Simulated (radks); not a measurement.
The numbers below are computed, except where a source is named.
All-electron atom: the oxygen ion O4+ in [He] 2s1 2p1 (not the ground configuration).

Code: a radial shooting solver on a logarithmic mesh with Libxc functionals. Model: scalar-relativistic Kohn-Sham, HCTH/407, spin-unpolarised, spherical densities, point nucleus.

Energy parts (eV):
| part | energy |
|---|---|
| total | -1846.567 |
| kinetic | 1844.195 |
| electron-nucleus | -3993.674 |
| Hartree | 465.559 |
| exchange-correlation | -162.647 |

Orbitals (lengths in bohr, moments of r in powers of bohr):
| orbital | occ. | eigenvalue (eV) | <r^2> | <r^4> |
|---|---|---|---|---|
| 1s | 2 | -618.5330 | 0.05308 | 0.007332 |
| 2s | 1 | -101.9223 | 1.027 | 1.803 |
| 2p | 1 | -87.9501 | 0.9078 | 1.613 |

The highest occupied level is 2p at -87.950 eV. Summed over all electrons, <r^2> = 2.041 bohr^2, which gives a Langevin (diamagnetic) susceptibility term of -1.62 x 10^-6 cm^3/mol. The density falls to 0.001 e/bohr^3 at r = 2.14 bohr.
